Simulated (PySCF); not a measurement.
## Ionising AsF

CAM-B3LYP; PySCF, no relativity, basis sets As aug-pcseg-1, F aug-pcseg-1. Neutral (UKS): triplet (π ↑↑), Re = 1.785 Å, ωe = 670 cm⁻¹, De = 4.25 eV, HOMO -8.28 eV, LUMO -2.16 eV.

AsF⁺ (UKS): doublet (π ↑), Re = 1.700 Å, ωe = 805 cm⁻¹, De = 4.49 eV to As⁺ + F. The energies at the minima are -2335.52977 hartree for AsF and -2335.17311 for AsF⁺.

Question: Work out the adiabatic ionisation energy, without and with harmonic zero-point energies (1 hartree = 27.2114 eV, 1 eV = 8065.5 cm⁻¹), and the change of the bond length.

Answer: At CAM-B3LYP: 0.35666 hartree = 9.705 eV between the minima; the zero-point term (805.0 − 670.0)/2 cm⁻¹ = +0.008 eV makes it 9.714 eV. Re changes by -8.5 pm against the neutral. The electron leaves a π orbital, and the shorter bond of the ion fits an antibonding orbital, or a change in how ionic the bond is.

Spin–orbit coupling is left out. For an ion De counts to the pair picked by the measured ionisation energies or electron affinities, which need not be the lowest pair at this level. States were picked by a PBE0 search and need not be the measured ground states.
